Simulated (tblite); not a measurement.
Species: C₆H₇O₂ (doublet state).
Cartesian coordinates in Å at the GFN2-xTB level; atoms count from 1:
```
atom  x, y, z in Å
C1     4.4330    0.2836    0.8793
C2     3.4030    0.0989    0.2961
C3     2.1229   -0.1387   -0.3641
O4     1.9838   -0.0192   -1.5507
O5     1.2154   -0.4947    0.5223
C6    -0.1082   -0.7442    0.0348
C7    -0.8626    0.5522   -0.2456
C8    -2.3188    0.2697   -0.5912
H9    -0.0506   -1.3558   -0.8720
H10   -0.5898   -1.3119    0.8336
H11   -0.3804    1.0728   -1.0755
H12   -0.8049    1.1912    0.6383
H13   -2.8174   -0.2343    0.2333
H14   -2.3880   -0.3621   -1.4735
H15   -2.8417    1.2006   -0.7927
```

Calculated harmonic vibrations of the isolated species, GFN2-xTB (tblite), most abundant isotopes, no scaling. Against measured fundamentals such values can be off by several per cent, at times by over 20. One conformer, not necessarily the lowest. Open shells enter through the occupations alone, without spin polarisation, and single modes of such species can be off by tens of per cent.

Harmonic wavenumbers (cm⁻¹): 52.0, 68.5, 77.1, 137.8, 205.6, 226.5, 264.0, 297.6, 364.8, 476.1, 581.2, 658.7, 786.2, 859.6, 916.5, 931.7, 1013.4, 1092.5, 1120.9, 1155.3, 1171.4, 1235.3, 1267.2, 1292.0, 1349.0, 1415.1, 1438.2, 1484.4, 1498.3, 1499.8, 1744.3, 2249.5, 2942.3, 2980.1, 2987.1, 2996.6, 3039.5, 3043.7, 3053.1.

A = 6368, B = 990.6, C = 931.2 MHz; mass 111.045 u (most abundant isotopes); point group C1, symmetry number 1; spin multiplicity 2.

Problem. Zero-point energy?

Solution. Half the sum of the wavenumbers: 24986 cm⁻¹ = 71.44 kcal/mol.

Problem. Give the ideal-gas entropy at 298.15 K and 1 bar in the rigid-rotor, harmonic-oscillator model (classical rotation).

Solution. Translation 40.06, rotation 28.39, vibration 26.59, spin (R ln 2) 1.38: S = 96.4 cal/(mol K).

Problem. And Cp and H(298.15 K) − H(0)?

Solution. Cp = 32.28 cal/(mol K), of which vibrations give 24.33 (their classical limit is 39 R = 77.5); H(298.15 K) − H(0) = 6.37 kcal/mol without the zero-point energy, 4.00 from vibrations.

Problem. What must be added to the electronic energy to get the Gibbs energy at 298.15 K and 1 bar?

Solution. ZPE + [H(298.15 K) − H(0)] − T·S = 71.44 + 6.37 − 28.75 = 49.06 kcal/mol.

Problem. Blend soft modes into free rotors: weight 1/[1 + (100 cm⁻¹/ν̃)⁴] for the oscillator and the rest for a rotor with moment μB/(μ + B), μ = h/(8π²ν), B = 10⁻⁴⁴ kg m². What vibrational entropy results?

Solution. 23.97 cal/(mol K) in place of 26.59, which changes −T·S at 298.15 K by +0.78 kcal/mol.

Problem. Which modes carry the vibrational entropy at 298.15 K?

Solution. 52.0 cm⁻¹: 4.74; 68.5 cm⁻¹: 4.20; 77.1 cm⁻¹: 3.96; 137.8 cm⁻¹: 2.83; 205.6 cm⁻¹: 2.08; 226.5 cm⁻¹: 1.91 cal/(mol K); the other 33 give 6.86 together.

Hindered rotation and anharmonicity are outside this model. Other conformers, if any are populated, would add a mixing term that is left out. The structure is chiral; the term R ln 2 for an equal mix with its mirror image is left out.

On an Intel Xeon at 2.60 GHz with one thread, shared host with 128 logical CPUs at a one-minute load of 12, this took 0.44 s wall. The figure is for the frequency step alone.
